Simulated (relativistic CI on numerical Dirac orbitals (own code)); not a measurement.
**d1 to d9 in one tetrahedral field**

Computed with a parametric ligand-field model without spin-orbit coupling, by exact diagonalisation: B = 860, C = 3330, 10Dq = -5100 cm⁻¹ (Td; |10Dq|/B = 5.9) for every shell. Energies in cm⁻¹; the field energy is (0.6 n_e − 0.4 n_t2) × 10Dq of the ground term; g labels are left out.

| Shell | Ground term | Electrons in e | Field energy | First spin-allowed bands | Lowest term of other spin |
| --- | --- | --- | --- | --- | --- |
| d1 | 2E | 1.000 | -3060 | 2T2 5100 |  |
| d2 | 3A2 | 2.000 | -6120 | 3T2 5100, 3T1 8774 | 1E 12789 |
| d3 | 4T1 | 1.890 | -3518 | 4T2 4337, 4A2 9437 | 2E 10856 |
| d4 | 5T2 | 2.000 | -2040 | 5E 5100 | 3T1 13445 |
| d5 | 6A1 | 2.000 | 0 | none | 4T1 22110 |
| d6 | 5E | 3.000 | -3060 | 5T2 5100 | 3T1 13972 |
| d7 | 4A2 | 4.000 | -6120 | 4T2 5100, 4T1 8774 | 2E 15374 |
| d8 | 3T1 | 3.890 | -3518 | 3T2 4337, 3A2 9437 | 1T2 12100 |
| d9 | 2T2 | 4.000 | -2040 | 2E 5100 |  |

Every shell keeps the spin of the free ion. Tetrahedral fields of 3d complexes are almost always too weak to pair spins. High-spin d^(n+5) repeats the spin-allowed bands of d^n, since the half-filled shell is spherical.
